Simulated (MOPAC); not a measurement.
Input for MOPAC: AM1 on CHF (SMILES [CH]F), 2S+1 = 1.

```
AM1 1SCF PRECISE CHARGE=0 THREADS=1
CHF

C     -0.57409467 1     0.44276843 1     0.00000000 1
F      0.53400168 1    -0.25530897 1     0.00000000 1
H     -1.36144715 1    -0.35882978 1     0.00000000 1
```

The log:

```
*******************************************************************************
 **                                                                           **
 **                              MOPAC v23.2.5                                **
 **                                                                           **
 *******************************************************************************
 ** MOPAC's Digital Object Identifier: https://doi.org/10.5281/zenodo.6511958 **
 **                                                                           **
 ** Please cite the open-source release paper for use of this MOPAC version:  **
 ** J. E. Moussa and J. J. P. Stewart (2026)                                  **
 ** MOPAC: An open-source semiempirical molecular orbital program             **
 ** J. Open Source Softw., 11(119), 8025, https://doi.org/10.21105/joss.08025 **
 *******************************************************************************

                              AM1 CALCULATION RESULTS

 *******************************************************************************
 *  AM1        - The AM1 Hamiltonian to be used
 *
 *
 *
 *                 CHARGE ON SYSTEM = 0
 *
 *
 *
 *  PRECISE    - TIGHTER CRITERIA TO BE USED
 *  1SCF       - DO 1 SCF AND THEN STOP
 *  THREADS=1  - MULTI-THREADING NOT USED
 *  T=         - A TIME OF 172800.0 SECONDS REQUESTED
 *  DUMP=N     - RESTART FILE WRITTEN EVERY 7200.0 SECONDS REQUESTED
 *******************************************************************************
AM1 1SCF PRECISE CHARGE=0 THREADS=1
 CHF

   ATOM   CHEMICAL          X               Y               Z
  NUMBER   SYMBOL      (ANGSTROMS)     (ANGSTROMS)     (ANGSTROMS)

     1       C         -0.57409467  *   0.44276843  *   0.00000000  *
     2       F          0.53400168  *  -0.25530897  *   0.00000000  *
     3       H         -1.36144715  *  -0.35882978  *   0.00000000  *



          CARTESIAN COORDINATES

    NO.       ATOM           X           Y           Z

     1         C         -0.5741      0.4428      0.0000
     2         F          0.5340     -0.2553      0.0000
     3         H         -1.3614     -0.3588      0.0000

  H: (AM1): M.J.S. DEWAR ET AL, J. AM. CHEM. SOC. 107 3902-3909 (1985)
  C: (AM1): M.J.S. DEWAR ET AL, J. AM. CHEM. SOC. 107 3902-3909 (1985)
  F: (AM1): M.J.S. DEWAR AND E. G. ZOEBISCH, THEOCHEM, 180, 1 (1988).

           Empirical Formula: C H F  =     3 atoms



      MOLECULAR POINT GROUP   :   Cs


      RHF CALCULATION, NO. OF DOUBLY OCCUPIED LEVELS = 6


 -------------------------------------------------------------------------------
 AM1 1SCF PRECISE CHARGE=0 THREADS=1
 CHF



     1SCF WAS SPECIFIED, SO BFGS WAS NOT USED
     SCF FIELD WAS ACHIEVED


                              AM1 CALCULATION
                                                       MOPAC v23.2.5 Linux




          FINAL HEAT OF FORMATION =         22.62745 KCAL/MOL =      94.67323 KJ/MOL


          COSMO AREA              =         60.92 SQUARE ANGSTROMS
          COSMO VOLUME            =         42.93 CUBIC ANGSTROMS

          IONIZATION POTENTIAL    =         10.012395 EV
          HOMO LUMO ENERGIES (EV) =        -10.012 -0.206
          NO. OF FILLED LEVELS    =          6
          MOLECULAR WEIGHT        =         32.0173         POINT GROUP:  Cs

          MOLECULAR DIMENSIONS (Angstroms)

            Atom       Atom       Distance
            H     3    F     2     1.89827
            F     2    C     1     0.75747
            C     1    F     2     0.00000


          SCF CALCULATIONS        =          1





   ATOM   CHEMICAL          X               Y               Z
  NUMBER   SYMBOL      (ANGSTROMS)     (ANGSTROMS)     (ANGSTROMS)

     1       C         -0.57409467  *   0.44276843  *   0.00000000  *
     2       F          0.53400168  *  -0.25530897  *   0.00000000  *
     3       H         -1.36144715  *  -0.35882978  *   0.00000000  *

                             CARTESIAN COORDINATES

   1    C       -0.574094670     0.442768430     0.000000000
   2    F        0.534001680    -0.255308970     0.000000000
   3    H       -1.361447150    -0.358829780     0.000000000


           Empirical Formula: C H F  =     3 atoms



      MOLECULAR POINT GROUP   :   Cs


                  EIGENVALUES
 -51.45672 -25.20757 -17.87565 -16.73910 -15.66281 -10.01239  -0.20605   3.34034
   4.41582


              NET ATOMIC CHARGES AND DIPOLE CONTRIBUTIONS

  ATOM NO.   TYPE          CHARGE      No. of ELECS.   s-Pop       p-Pop
    1          C           0.128769        3.8712     1.73329     2.13794
    2          F          -0.092725        7.0927     1.89812     5.19461
    3          H          -0.036044        1.0360     1.03604
 DIPOLE           X         Y         Z       TOTAL
 POINT-CHG.    -0.357     0.450     0.000     0.574
 HYBRID        -0.093    -1.705    -0.000     1.708
 SUM           -0.450    -1.256    -0.000     1.334


          ATOMIC ORBITAL ELECTRON POPULATIONS

     Atom    s        px        py        pz
    1  C   1.73329   0.72510   1.16931   0.24353
    2  F   1.89812   1.60065   1.83749   1.75647
    3  H   1.03604

 **********************
 *                    *
 * JOB ENDED NORMALLY *
 *                    *
 **********************




 == MOPAC DONE ==
```

The run finished.

Cost: roughly 0.020 core-seconds.
